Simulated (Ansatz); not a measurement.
Ansatz results at the PBE0-D4/def2-TZVP geometry: HOMO–LUMO gap (ωB97M-V/def2-TZVPP) 10.62 eV; LUMO energy (PBE0/def2-TZVPP) -0.48 eV; LUMO energy (B3LYP/def2-TZVPP) -0.68 eV.

Each molecule was computed in one conformer, which needn't be the lowest.

Which molecule gave them?
A. `O[SiH]1CS[SiH2]1`
B. `O=CCCBr`
C. `SC1O[SiH2][SiH2]1`
D. `[F][AlH][CH](F)[SiH3]`

C. The others give `O=CCCBr`: 11.32, -1.00, -1.28; `[F][AlH][CH](F)[SiH3]`: 10.53, -1.26, -1.50; `O[SiH]1CS[SiH2]1`: 10.28, -0.52, -0.68.

B3LYP here is the variant with VWN-RPA as its local correlation; programs differ in this.
